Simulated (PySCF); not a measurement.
Calcium monoxide, CaO.
SMILES with atom numbers: `[O:1]=[Ca:2]`

Geometry (PBE0-D3(BJ)/def2-SVP, Å), atoms numbered from 1 in this order:
```xyz
2
CaO angstrom
O      0.9043   -0.0027   -0.0094
Ca    -0.8988    0.0052   -0.0189
```

Theory: core-valence-separated Tamm–Dancoff BHandHLYP/aug-pcX-1 (def2-SVPD on Ca) in PySCF, non-relativistic, gas phase, PBE0-D3(BJ)/def2-SVP geometry. BHandHLYP without relativity tends to put these K edges a few eV too low, so spacings mean more than positions.

The lowest roots of each edge with f over 0.003 (five at most, numbered afresh; weaker and dark ones are left out), with transition dipoles (au) in the frame of the coordinates:

| root | edge | E (eV) | f | μx | μy | μz |
| --- | --- | --- | --- | --- | --- | --- |
| 1 | O | 526.29 | 0.0075 | -0.0241 | 0.0001 | -0.0001 |
| 2 | O | 528.37 | 0.0065 | 0.0224 | 0.0000 | 0.0001 |
| 3 | O | 529.52 | 0.0273 | 0.0002 | 0.0316 | -0.0333 |
| 4 | O | 529.52 | 0.0273 | 0.0000 | -0.0333 | -0.0316 |

**Question.** What is the unit vector of the molecular axis, and which share of each root's |μ|² lies along it?

**Answer.** (1.00, 0.00, 0.01), up to sign.

```tsv
root	core hole on	share along it	final orbital
1	O1	1.00	σ
2	O1	1.00	σ
3	O1	0.00	π
4	O1	0.00	π
```

The 1s orbitals are σ, so light polarised along the axis reaches σ orbitals and light across it π orbitals.

**Question.** Molecules are fixed in this frame and the field points along z. What effective strengths 3 f cos²θ do the roots have (θ between field and μ)?

**Answer.** root 1 (O1): 0.000, root 2 (O1): 0.000, root 3 (O1): 0.043, root 4 (O1): 0.039. Averaged over all orientations cos²θ is 1/3, which gives f back. For degenerate partners only the sum has meaning, as the program may mix them freely.

The run took about 1.3 s of CPU time (one thread, shared machine).
